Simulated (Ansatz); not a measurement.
Computed with Ansatz on PBE0-D4/def2-TZVP structures; ΔE is electronic, products minus reactants. CBS: MP2 limit from def2 TZ/QZ plus the TZ coupled-cluster correction, frozen cores. DFT in def2-TZVPP. def2 core potentials past Kr. For In, Se outer-core shells are correlated without core-valence functions, which leaves a few kJ/mol of doubt a bond. Scalar relativity is left out up to krypton. One conformer a species, not always the lowest.

`[Cl][In]([Cl])[SeH]` + `[InH3]` → `[SeH][InH2]` + `[Cl][InH][Cl]`  (formal exchange of groups at the Se–In bond)

(1) Is it downhill or uphill in electronic energy at CCSD(T)/CBS, and by how much? (Best estimate.)

(2) What do these levels give: CAM-B3LYP-D4, PBE, r2SCAN, HF/def2-TZVPP, CCSD/def2-TZVPP, CCSD/CBS(def2)? (An estimate is asked.)

Largest T1 diagnostic among the species: 0.014.

## Answers

(1) Ansatz gave: Downhill: ΔE = -21.0 kJ/mol.

(2) The calculation gave: CAM-B3LYP-D4 -19.5, PBE -22.8, r2SCAN -22.8, HF/def2-TZVPP -20.1, CCSD/def2-TZVPP -19.4, CCSD/CBS(def2) -21.5 kJ/mol.

Leaving LDA and LC-ωPBE aside and taking each functional with its dispersion term where it has one, the values, not all of them listed here, spread over 3.8 kJ/mol, from r2SCAN-D4 to BHLYP-D4. At CCSD(T), def2-SVP lies +6.5 kJ/mol from the extrapolated value and def2-TZVPP +2.1 kJ/mol.
